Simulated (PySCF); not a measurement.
Isomers of C3H13FSi3.

All values: PBE0/pcSseg-1 (PySCF) at GFN2-xTB geometries, gas phase, one conformer each.

Problem. Rank by the highest Hirshfeld charge on any atom, lowest value first.
A. `[CH3:1][SiH2:2][Si@@H:3]([CH2:4][F:5])[CH2:6][SiH3:7]` with C1–Si2–Si3–C4 -61°, Si2–Si3–C4–F5 57°, Si2–Si3–C6–Si7 176°
B. `[CH3:1][Si@@H:2]([CH2:3][SiH3:4])[CH2:5][SiH2:6][F:7]` with C1–Si2–C3–Si4 61°, C1–Si2–C5–Si6 -174°, Si2–C5–Si6–F7 -174°
C. `[CH3:1][CH2:2][Si@H:3]([CH2:4][SiH3:5])[SiH2:6][F:7]` with C1–C2–Si3–C4 63°, C2–Si3–C4–Si5 170°, C2–Si3–Si6–F7 -53°
D. `[CH3:1][CH2:2][Si@@H:3]([CH2:4][F:5])[SiH2:6][SiH3:7]` with C1–C2–Si3–C4 -74°, C2–Si3–C4–F5 163°, C2–Si3–Si6–Si7 -75°
E. `[CH3:1][CH2:2][Si:3]([SiH3:4])([SiH3:5])[CH2:6][F:7]` with C1–C2–Si3–Si4 72°, C2–Si3–C6–F7 -177°

Solution. E (+0.216 e), D (+0.275 e), A (+0.316 e), C (+0.329 e), B (+0.421 e).

Problem. Rank by the highest IAO charge on any atom, lowest value first.
A. `[CH3:1][SiH2:2][Si@@H:3]([CH2:4][F:5])[CH2:6][SiH3:7]` with C1–Si2–Si3–C4 -61°, Si2–Si3–C4–F5 57°, Si2–Si3–C6–Si7 176°
B. `[CH3:1][CH2:2][Si:3]([SiH3:4])([SiH3:5])[CH2:6][F:7]` with C1–C2–Si3–Si4 72°, C2–Si3–C6–F7 -177°
C. `[CH3:1][Si@@H:2]([CH2:3][SiH3:4])[CH2:5][SiH2:6][F:7]` with C1–Si2–C3–Si4 61°, C1–Si2–C5–Si6 -174°, Si2–C5–Si6–F7 -174°
D. `[CH3:1][CH2:2][Si@H:3]([CH2:4][SiH3:5])[SiH2:6][F:7]` with C1–C2–Si3–C4 63°, C2–Si3–C4–Si5 170°, C2–Si3–Si6–F7 -53°

Solution. B (+0.458 e), A (+0.609 e), D (+0.790 e), C (+1.091 e).

All values together:

```
                   SMILES  μ (D)  HOMO (eV)  LUMO (eV)  lowest IAO charge (e)  highest IAO charge (e)  lowest Hirshfeld charge (e)  highest Hirshfeld charge (e)
C[Si@@H](C[SiH3])C[SiH2]F   2.28      -8.56       0.23             -0.859 (C)             +1.091 (Si)                   -0.253 (C)                   +0.421 (Si)
 CC[Si@H](C[SiH3])[SiH2]F   2.31      -8.17      -0.75             -0.815 (C)             +0.790 (Si)                   -0.247 (C)                   +0.329 (Si)
 FCC[Si@H]([SiH3])C[SiH3]   2.33      -8.17      -0.02             -0.809 (C)             +0.608 (Si)                   -0.246 (C)                   +0.311 (Si)
CC[Si@@H](CF)[SiH2][SiH3]   2.20      -8.10      -0.48             -0.522 (C)             +0.615 (Si)                   -0.154 (C)                   +0.275 (Si)
C[SiH2][Si@@H](CF)C[SiH3]   0.76      -7.91       0.00             -0.810 (C)             +0.609 (Si)                   -0.245 (C)                   +0.316 (Si)
 CC[Si]([SiH3])([SiH3])CF   2.31      -8.10      -0.53             -0.506 (C)             +0.458 (Si)                   -0.154 (C)                   +0.216 (Si)
```

Conformers: `[CH3:1][Si@@H:2]([CH2:3][SiH3:4])[CH2:5][SiH2:6][F:7]` with C1–Si2–C3–Si4 61°, C1–Si2–C5–Si6 -174°, Si2–C5–Si6–F7 -174°; `[CH3:1][CH2:2][Si@H:3]([CH2:4][SiH3:5])[SiH2:6][F:7]` with C1–C2–Si3–C4 63°, C2–Si3–C4–Si5 170°, C2–Si3–Si6–F7 -53°; `[F:1][CH2:2][CH2:3][Si@H:4]([SiH3:5])[CH2:6][SiH3:7]` with F1–C2–C3–Si4 -55°, C2–C3–Si4–Si5 65°, C3–Si4–C6–Si7 -170°; `[CH3:1][CH2:2][Si@@H:3]([CH2:4][F:5])[SiH2:6][SiH3:7]` with C1–C2–Si3–C4 -74°, C2–Si3–C4–F5 163°, C2–Si3–Si6–Si7 -75°; `[CH3:1][SiH2:2][Si@@H:3]([CH2:4][F:5])[CH2:6][SiH3:7]` with C1–Si2–Si3–C4 -61°, Si2–Si3–C4–F5 57°, Si2–Si3–C6–Si7 176°; `[CH3:1][CH2:2][Si:3]([SiH3:4])([SiH3:5])[CH2:6][F:7]` with C1–C2–Si3–Si4 72°, C2–Si3–C6–F7 -177°.
